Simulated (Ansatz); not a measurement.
Consider the formal exchange of groups at the Si–N bond: `CN(C)[SiH3]` + `C#C[SiH](C)Cl` → `C#C[SiH]([SiH3])Cl` + `CN(C)C`.

Program: Ansatz. Geometries: PBE0-D4/def2-TZVP. ΔE: electronic, gas phase. CCSD(T)/CBS adds triple-zeta CCSD(T) − MP2 to the extrapolated MP2 energy (def2 sets, frozen cores). DFT in def2-TZVPP. B3LYP here is the variant with VWN-RPA as its local correlation; programs differ in this.

`CN(C)[SiH3]`:

Cartesian coordinates in Å:
```
C 0.526 -0.772 -1.137
N -0.166 -0.127 -0.049
C -1.001 0.973 -0.466
Si 0.430 -0.222 1.559
H 1.226 -0.099 -1.655
H -0.190 -1.140 -1.882
H 1.095 -1.631 -0.772
H -1.742 0.634 -1.201
H -0.428 1.791 -0.929
H -1.545 1.385 0.387
H 1.589 0.674 1.867
H 0.879 -1.619 1.798
H -0.674 0.154 2.480
```

`C#C[SiH](C)Cl`:

Cartesian coordinates in Å:
```
C 2.541 -0.621 0.120
C 1.456 -0.113 0.252
Si -0.190 0.649 0.414
C -1.427 -0.230 -0.650
Cl -0.766 0.528 2.385
H 3.503 -1.069 0.010
H -0.083 2.086 0.078
H -2.415 0.222 -0.541
H -1.492 -1.283 -0.369
H -1.127 -0.169 -1.699
```

`C#C[SiH]([SiH3])Cl`:

Cartesian coordinates in Å:
```
C 0.978 1.607 1.981
C 0.436 0.674 1.440
Si -0.378 -0.685 0.550
Si -0.352 -0.252 -1.747
Cl 0.647 -2.436 0.908
H 1.457 2.426 2.467
H -1.748 -0.854 1.092
H -1.003 -1.375 -2.471
H 1.056 -0.114 -2.199
H -1.092 1.009 -2.022
```

`CN(C)C`:

Cartesian coordinates in Å:
```
C 0.264 1.137 0.730
N -0.198 0.276 -0.331
C -1.214 -0.636 0.134
C 0.896 -0.427 -0.954
H 0.991 1.853 0.339
H -0.576 1.698 1.147
H 0.745 0.580 1.556
H -2.054 -0.076 0.551
H -0.845 -1.327 0.915
H -1.585 -1.236 -0.699
H 1.624 0.288 -1.346
H 0.527 -1.027 -1.788
H 1.425 -1.103 -0.255
```

```tsv
level	ΔE (eV)
r2SCAN-D4	1.12
B3LYP	1.13
MP2/def2-TZVPP	1.24
CCSD/def2-TZVPP	1.16
HF/def2-QZVPP	1.26
HF/CBS(def2)	1.26
MP2/CBS(def2)	1.26
CCSD/CBS(def2)	1.18
```

Question: What does CCSD(T)/CBS give? (Best estimate.)

Answer: Computed: +1.16 eV. The listed levels differ from it by -0.04, -0.03, 0.08, 0.00, 0.10, 0.10, 0.10, 0.02 eV.

Largest T1 diagnostic among the species: 0.012.

From PBE to PBE0 (25 % exact exchange), in def2-TZVPP and without D4, ΔE moves by +0.07 eV.
